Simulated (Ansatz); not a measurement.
Input file for BFH₆OSi₂ (`OB(F)[SiH2][SiH3]`):

```yaml
crystal:
  periodic: [false, false, false]
  atoms:
    - {symbol: O, position_ang: [-2.403046, 0.579700, -0.590678]}
    - {symbol: B, position_ang: [-1.118961, 0.692244, -0.984246]}
    - {symbol: F, position_ang: [-0.727408, 1.816659, -1.594397]}
    - {symbol: Si, position_ang: [0.219775, -0.782963, -0.604824]}
    - {symbol: Si, position_ang: [1.384321, -0.273504, 1.362399]}
    - {symbol: H, position_ang: [-2.935770, 1.357143, -0.796929]}
    - {symbol: H, position_ang: [1.198237, -0.887253, -1.722856]}
    - {symbol: H, position_ang: [-0.465643, -2.093459, -0.440233]}
    - {symbol: H, position_ang: [0.436857, -0.175790, 2.505525]}
    - {symbol: H, position_ang: [2.082963, 1.032183, 1.216967]}
    - {symbol: H, position_ang: [2.394075, -1.321861, 1.669774]}
basis:
  gaussian: {orbitals: def2-TZVPP}
correlation: {method: ccsd_t}
```

```sh
$ ansatz run in.yaml --threads 4 --pin off --events-out ev --progress --plain --max-ram 10444MiB
```

Output of Ansatz, abridged:

```
Functional definition: HF
1553 factors; integrals over basis functions are off by at most 8.1e-4 eV
mean field evaluation 1: about -21236.1421 eV, gradient 4.1e1 eV
mean field evaluation 2: about -21236.3577 eV, gradient 4.1e1 eV
mean field evaluation 4: about -21240.1073 eV, gradient 3.7e0 eV
mean field evaluation 8: about -21240.1856 eV, gradient 3.4e-1 eV
mean field evaluation 16: about -21240.1860 eV, gradient 9.6e-7 eV
mean field -21240.18601405 eV, -780.5624389012 hartree, gradient 8.9e-7 eV, S^2 0.000000; 0 other end points of the search recorded, 0 dependent functions left out
13 core orbitals not correlated: weight in the atoms' cores, before any rotation towards them, 1.000 or more for the frozen orbitals, at most 0.000 for the correlated occupied ones
reference -21240.18601405 eV, -780.5624389012 hartree; 15, 15 occupied and 233, 233 virtual orbitals, 1553 factors
second order -22.68923215 eV of doubles, -0.00000000 eV of singles
cycle   1  -23.34840927 eV  change   -6.6e-1 eV  update   1.1e-1
cycle   2  -23.95728425 eV  change   -6.1e-1 eV  update   3.4e-2
cycle   3  -24.09121084 eV  change   -1.3e-1 eV  update   1.9e-2
cycle   4  -24.07432874 eV  change    1.7e-2 eV  update   4.6e-3
cycle   5  -24.07225416 eV  change    2.1e-3 eV  update   1.9e-3
cycle   6  -24.07281902 eV  change   -5.6e-4 eV  update   5.5e-4
cycle   7  -24.07240463 eV  change    4.1e-4 eV  update   1.7e-4
cycle   8  -24.07234009 eV  change    6.5e-5 eV  update   5.7e-5
cycle   9  -24.07237422 eV  change   -3.4e-5 eV  update   2.3e-5
perturbative correction -0.82286491 eV, -0.0302397279 hartree
Total energy: -21265.08125318 eV, -781.4773220647 hartree
```

Hardware: 4 threads of an Intel Xeon Platinum 8488C on a shared host. Wall time 98 s, peak host memory 6 GiB.

Correlation energy per correlated electron: -0.830 eV. T1 diagnostic: 0.0140.
